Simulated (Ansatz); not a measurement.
Compare A (`CNC([SiH3])S`) with its isomer B (`NC(S)C[SiH3]`).

Calculated with Ansatz (gas phase, PBE0-D4/def2-TZVP geometries, no zero-point term in ΔE). CBS: MP2 limit from def2 TZ/QZ plus the TZ coupled-cluster correction, frozen cores. Functionals use def2-TZVPP. B3LYP here is the variant with VWN-RPA as its local correlation; programs differ in this. One conformer a species, not always the lowest.

A:

```xyz
14

C    -0.503    1.670    0.762
N     0.552    0.947    0.082
C     0.065   -0.153   -0.728
Si   -0.307   -1.702    0.300
S     1.263   -0.613   -2.002
H    -1.286    2.050    0.084
H    -0.072    2.516    1.299
H    -0.987    1.025    1.498
H     1.087    1.573   -0.509
H    -0.827    0.112   -1.325
H    -1.003   -2.698   -0.554
H     0.983   -2.253    0.787
H    -1.173   -1.394    1.473
H     2.209   -1.081   -1.168
```

B:

```xyz
14

N    -0.245    2.129   -0.301
C    -0.478    0.722   -0.061
S    -1.069    0.488    1.644
C     0.723   -0.204   -0.259
Si    0.376   -2.046   -0.041
H     0.061    2.275   -1.257
H     0.483    2.472    0.316
H    -1.280    0.405   -0.733
H    -2.075    1.372    1.557
H     1.533    0.093    0.418
H     1.100   -0.057   -1.277
H     1.479   -2.822   -0.672
H     0.290   -2.431    1.389
H    -0.899   -2.396   -0.723
```

Task: Which is lower in electronic energy at CCSD(T)/CBS, and by how much? (An estimate is asked.)

Result: Ansatz gave: B, by 9.9 kcal/mol.

Task: Give E(B) − E(A) in kcal/mol with B3LYP, CCSD/def2-TZVPP, r2SCAN-D4, PBE-D4, MP2/def2-TZVPP, HF/def2-TZVPP, B2PLYP. (An estimate is asked.)

Result: Ansatz gave: B3LYP -8.6, CCSD/def2-TZVPP -9.8, r2SCAN-D4 -9.7, PBE-D4 -8.8, MP2/def2-TZVPP -10.2, HF/def2-TZVPP -9.3, B2PLYP -9.2. None reverses the order clearly.

Largest T1 diagnostic: 0.011.
